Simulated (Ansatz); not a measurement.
The lowest singlet and triplet of ClHSi (SMILES [SiH]Cl); geometries from B3LYP-D3(BJ)/def2-TZVP, each state relaxed from the structure named, with no frequency check.
Singlet (charge 0, multiplicity 1):
```xyz
3

Si    -0.9364     0.5951     0.0000
Cl     0.8776    -0.4514     0.0000
H     -1.8095    -0.6567     0.0000
```
Triplet (charge 0, multiplicity 3):
```xyz
3

Si    -0.97715     0.45374     0.00000
Cl     0.92719    -0.34142     0.00000
H     -2.08221    -0.54826     0.00000
```

A positive gap puts the triplet lower; no zero-point energy. R- takes a restricted singlet. U- takes an unrestricted singlet (broken symmetry where lower, unprojected). The triplet is unrestricted in single-reference levels.

Run with Ansatz (Gaussian basis) for Hartree–Fock, density functionals and correlated methods. 

### Question
One of these levels gives -18.02 kcal/mol for the gap E(singlet) − E(triplet), adiabatic. Which?
A. U-PBE0/def2-TZVPP
B. R-HF/cc-pV(D+d)Z
C. U-B3LYP/def2-TZVPP
D. U-wB97M-V/def2-TZVPP

### Answer
B, R-HF/cc-pV(D+d)Z. The others give -33.76 (U-B3LYP/def2-TZVPP), -28.64 (U-PBE0/def2-TZVPP), -38.32 (U-wB97M-V/def2-TZVPP)

Doubts at one or more of the structures used: a restricted determinant that unrestricted orbitals would lower (R-HF/cc-pV(D+d)Z).

Ansatz is an electronic-structure program.
